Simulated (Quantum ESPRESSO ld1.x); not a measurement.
Task: All-electron atom: the krypton ion Kr3+ in [Ar] 3d10 4s2 4p3. All-electron calculation, Dirac Kohn-Sham, revPBE, spin-unpolarised, spherical densities, point nucleus; open shells fill j = l - 1/2 first. Program: ld1.x of Quantum ESPRESSO 7.5.

Spin-orbit splittings of the eigenvalues, e(l+1/2) - e(l-1/2), with zeta = 2 splitting/(2l+1) and mean radii in bohr:

shell  occ.  splitting (eV)  zeta (eV)  <r> j=l-1/2  <r> j=l+1/2
2p        6           53.83      35.89       0.1573       0.1613
3p        6           7.927      5.285       0.5329       0.5432
3d       10               ?          ?       0.5512       0.5550
4p        3          0.8872     0.5915        1.647        1.673

Estimate the 3d splitting.

Result: 1.309 eV (zeta = 0.5235 eV).
